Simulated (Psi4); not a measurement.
A dimer, O2S ··· H6Si2 (SMILES O=S=O and [SiH3][SiH3]); the first 3 atoms form monomer A.

```
11

O     -1.2410     0.2320     0.0000
S      0.0046    -0.4877     0.0000
O      1.2363     0.2557     0.0000
Si    -2.0922     0.5371    -6.1896
Si    -2.5803     2.8035    -5.8415
H     -3.3367    -0.2689    -6.1523
H     -1.1743     0.0407    -5.1354
H     -1.4440     0.3473    -7.5101
H     -1.3357     3.6095    -5.8786
H     -3.4981     3.3000    -6.8956
H     -3.2286     2.9932    -4.5209
```

Question: What interaction energy does SAPT0/jun-cc-pVDZ, frozen core (Psi4) give, and which attractive term is the largest?

Answer: Total -0.13 kcal/mol: electrostatics -0.04, exchange 0.00, induction -0.01, dispersion -0.08. The most attractive term is dispersion.
